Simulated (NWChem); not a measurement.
System: CH$_{3}$ClO$_{3}$Si; SMILES O[Si]1(Cl)OCO1

NWChem input:

```
start job
memory heap 200 mb stack 900 mb global 1100 mb
geometry units angstroms noautosym nocenter noautoz
  O      1.883309    -0.424826     0.000000
  Si     0.301622    -0.034598     0.000000
  Cl    -0.679475    -1.809266     0.000000
  O     -0.248573     1.106457    -1.100637
  C     -0.688643     1.893092     0.000000
  O     -0.248573     1.106457     1.100637
  H      2.513246     0.303642     0.000000
  H     -0.204771     2.885880     0.000000
  H     -1.787339     2.001742     0.000000
end
basis spherical
  O library 6-31g*
  Si library 6-31g*
  Cl library 6-31g*
  C library 6-31g*
  H library 6-31g*
end
dft
  xc hfexch
  iterations 150
  mulliken
end
task dft energy
esp
  recalculate
  probe 0.07
  range 0.3
  factor 1.0
  spacing 0.02
end
task esp
```

All runs use the structure optimised with PBE0/def2-SVP.

Atomic charges in e: unrestrained fits to the electrostatic potential beside Mulliken populations; buried atoms are poorly determined by the fit.

Atoms are numbered as in the input.

### Question
Give the results of this calculation. (Hartree-Fock/6-31G* (spherical d).) Quantities: ESP O1; Mulliken O1; ESP Si2; Mulliken Si2; ESP Cl3; Mulliken Cl3; ESP O4; Mulliken O4; ESP C5; Mulliken C5; relative RMS misfit of the potential (%).

### Answer
The ESP O1 is -0.79 and the Mulliken O1 is -0.84. The ESP Si2 comes out as 1.40. The Mulliken Si2 is 1.46, the ESP Cl3 comes out as -0.27 and the Mulliken Cl3 is -0.30. The ESP O4 comes out as -0.71, the Mulliken O4 is -0.75 and the ESP C5 is 0.62. The Mulliken C5 is 0.32 and the relative RMS misfit of the potential (%) is 22.
